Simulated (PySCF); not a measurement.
Working out the ionisation energy of Hg

Hg [Xe] 4f14 5d10 6s2 (1S) → Hg⁺ [Xe] 4f14 5d10 6s1 (2S). Computed with PySCF 2.14 in aug-cc-pVDZ-PP with ECP60MDF, with a scalar-relativistic core potential. Frozen: 5s2 5p6. Energies in hartree (1 hartree = 27.21139 eV):

| part | Hg (lower) | Hg⁺ (upper) |
| --- | --- | --- |
| UHF | -152.539930 | -152.226049 |
| MP2 opposite-spin | -0.251094 | -0.202007 |
| MP2 same-spin | -0.130952 | -0.113013 |

Q: What does Hartree-Fock give?

A: (-152.226049) − (-152.539930) = 0.313881 hartree = 8.541 eV.

Q: What do MP2 and SCS-MP2 (6/5 opposite-spin, 1/3 same-spin) give?

A: The opposite-spin parts differ by 1.336 eV and the same-spin parts by 0.488 eV. MP2: 8.541 + (1.336) + (0.488) = 10.365 eV. SCS-MP2: 8.541 + 1.2 × (1.336) + (0.488)/3 = 10.307 eV.

Measured between the centres of the two terms (NIST): 10.438 eV, so MP2 (valence) is off by -0.073 eV.

A double-zeta basis recovers only part of the correlation energy.

What remains against the reference includes basis incompleteness, the frozen core and correlation beyond second order.
